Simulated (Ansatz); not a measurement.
Start from `O[SiH2][Si](O)(F)F` and change one atom or group to get `O[SiH2]N[Si](O)(F)F`.

Ansatz, PBE0-D4/def2-TZVP geometries, multiplicity 1. Each molecule was computed in one conformer, which needn't be the lowest.

```tsv
property	`O[SiH2][Si](O)(F)F`
HOMO energy (PBE0/def2-TZVPP) / eV	-8.40
LUMO energy (PBE0/def2-TZVPP) / eV	-0.70
HOMO–LUMO gap (PBE0/def2-TZVPP) / eV	7.71
HOMO energy (B3LYP/def2-TZVPP) / eV	-8.21
HOMO–LUMO gap (B3LYP/def2-TZVPP) / eV	7.29
size of the dipole moment (B3LYP/def2-TZVPP) / D	1.33
```

(1) What does the change do to each property? (Estimate.)

Results:

(1) Computed: 
| property | `O[SiH2]N[Si](O)(F)F` | shift |
| --- | --- | --- |
| HOMO energy (PBE0/def2-TZVPP) / eV | -8.21 | 0.19 |
| LUMO energy (PBE0/def2-TZVPP) / eV | 0.25 | 0.95 |
| HOMO–LUMO gap (PBE0/def2-TZVPP) / eV | 8.46 | 0.75 |
| HOMO energy (B3LYP/def2-TZVPP) / eV | -7.99 | 0.22 |
| HOMO–LUMO gap (B3LYP/def2-TZVPP) / eV | 7.87 | 0.58 |
| size of the dipole moment (B3LYP/def2-TZVPP) / D | 1.06 | -0.27 |

With PBE0 the HOMO rises by 0.19 eV and the LUMO rises by 0.95 eV, so the gap widens by about 0.76 eV. PBE moves the HOMO by 0.23 eV and ωB97M-V by 0.03 eV. Dipoles are sizes alone; their direction can turn.

B3LYP here is the variant with VWN-RPA as its local correlation; programs differ in this.
